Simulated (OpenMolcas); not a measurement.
Computed levels of 5d³ in ions with 71 electrons, in cm-1 above ⁴F_3/2.

| Quantity | Value |
| --- | --- |
| Program | OpenMolcas |
| Method | SS-CASPT2, IPEA 0.25 Eh, imaginary shift 0.1 Eh |
| Basis | ANO-R2 |
| Scalar Hamiltonian | X2C, finite nucleus |
| Spin-orbit coupling | RASSI with atomic mean-field integrals over the reference wave functions, term energies averaged over their components |

Active space for each ion: 3 electrons in 5 orbitals (5d); closed shells correlated by CASPT2: 5s 5p.

| Level | Ta2+ | W3+ | Os5+ | Ir6+ | Pt7+ |
| --- | --- | --- | --- | --- | --- |
| ⁴F_5/2 | 2620 | 3780 | 6470 | 8120 | 10110 |
| ⁴F_7/2 | 5120 | 7160 | 11590 | 14180 | 17100 |
| ⁴P_1/2 | 10860 | 13140 | 17500 | 20130 | 22800 |
| ²G_7/2 | 12480 | 16010 | 23310 | 27480 | 31970 |
| ²H_9/2 | 13200 | 16730 | 24360 | 28750 | 33620 |
| ⁴P_5/2 | 14560 | 18170 | 25260 | 29410 | 33760 |
| ²P_1/2 | 16530 | 21170 | 30320 | 35590 | 41130 |
| ²H_11/2 | 18060 | 22710 | 32500 | 37900 | 43630 |
| ²D_5/2(1) | 18800 | 24450 | 35190 | 41050 | 47150 |

Problem. Estimate ⁴F_7/2, ⁴P_1/2, ²G_7/2 for Re4+ from its neighbours W3+ and Os5+.

Solution. ⁴F_7/2 is fine structure, which grows about as the fourth power of a screened charge, so the fourth roots are averaged: ((7160^0.25 + 11590^0.25) / 2)^4 = 9176. The calculation gives 9180, so the estimate is off by 0 %; the measured value is 8973 (the list in Brasseur, Gamrath and Quinet, At. Data Nucl. Data Tables 157, 101636 (2024)).
⁴P_1/2 is another term, which grows about linearly with the charge: (13140 + 17500) / 2 = 15320. The calculation gives 15310, so the estimate is off by +0.1 %; the measured value is 14325 (the list in Brasseur, Gamrath and Quinet, At. Data Nucl. Data Tables 157, 101636 (2024)).
²G_7/2 is another term, which grows about linearly with the charge: (16010 + 23310) / 2 = 19660. The calculation gives 19610, so the estimate is off by +0.3 %; the measured value is 19013 (the list in Brasseur, Gamrath and Quinet, At. Data Nucl. Data Tables 157, 101636 (2024)).

Mixed levels, with the weight of the term that names them: Ta2+ ⁴P_1/2 (70 %), Ta2+ ²H_9/2 (52 %), Ta2+ ²P_1/2 (70 %), W3+ ⁴P_1/2 (72 %), W3+ ²H_9/2 (56 %), W3+ ²P_1/2 (72 %), Re4+ ⁴P_1/2 (73 %), Re4+ ²H_9/2 (57 %), Re4+ ²P_1/2 (73 %), Os5+ ⁴P_1/2 (72 %), Os5+ ²H_9/2 (57 %), Os5+ ²P_1/2 (72 %), Ir6+ ⁴P_1/2 (72 %), Ir6+ ²H_9/2 (56 %), Ir6+ ²P_1/2 (72 %), Pt7+ ⁴P_1/2 (71 %), Pt7+ ²G_7/2 (74 %), Pt7+ ²H_9/2 (54 %), Pt7+ ²P_1/2 (71 %).

CASPT2 does not keep the components of a term degenerate, so their means are used; among the terms shown or strongly mixed into the levels shown the widest spread is 1700 cm-1 (5d³ ²H, Ta2+). The CASPT2 spread within a term exceeds the gap to the next term for 5d³ ²D(1) and 5d³ ²H, so the order of their levels is uncertain (figures for Ta2+; the like holds for W3+, Re4+, Os5+, Ir6+, Pt7+). Configurations with an s electron lie low in 5d ions of this charge, fall among these levels and mix in, so low-spin terms can stand far too high, up to twice their true height, and weights are not those of the real levels (holds for Ta2+). Some terms miss by over 15 % even with CASPT2, which points to a basis or an active space too small for the shells correlated (holds for W3+). Measured partners are found by configuration, term and J. A level has none where our copy of the source lacks it or the pairing is in doubt (some pairs that miss far off the trend of their configuration count as doubtful), and it then counts in no deviation. Only configurations of the active space appear.

A number in round brackets counts repeated terms of one configuration in the order of the reference energies.
